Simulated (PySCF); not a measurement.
Compound: C7H9FO.
SMILES: `O=C1CC[C@@H]1[C@@H]1C[C@@H]1F`

A PySCF run (density fitting, gas phase, GFN2-xTB geometry) gave HOMO -6.77 eV, LUMO -0.75 eV, dipole 2.35 D and E = -446.966 Eh.

Problem. Which of these levels was it?
A. PBE0/3-21G
B. PBE0/pcSseg-1
C. PBE0/def2-SVPD
D. B97-2/pcSseg-1

Solution. D. It is B97-2/pcSseg-1. All candidates on this geometry:

```csv
level and settings,kind,basis functions,SCF cycles,E (Eh),HOMO (eV),LUMO (eV),dipole (D)
B97-2/pcSseg-1,global hybrid,198,14,-446.9657,-6.77,-0.75,2.35
PBE0/def2-SVPD,global hybrid,258,14,-446.3683,-7.12,-0.82,2.47
PBE0/pcSseg-1,global hybrid,198,14,-446.6185,-7.04,-0.68,2.36
PBE0/3-21G,global hybrid,99,14,-444.2121,-6.65,-0.21,2.10
```

The nearest other candidate, by the summed differences of HOMO and LUMO, is PBE0/pcSseg-1: its HOMO differs by -0.27 eV and its LUMO by +0.07 eV. Cycle counts include a coarse-grid stage where the run had one.

The values belong to the conformer `[O:1]=[C:2]1[CH2:3][CH2:4][C@@H:5]1[C@@H:6]1[CH2:7][C@@H:8]1[F:9]`: C4–C5–C6–C7 172°.
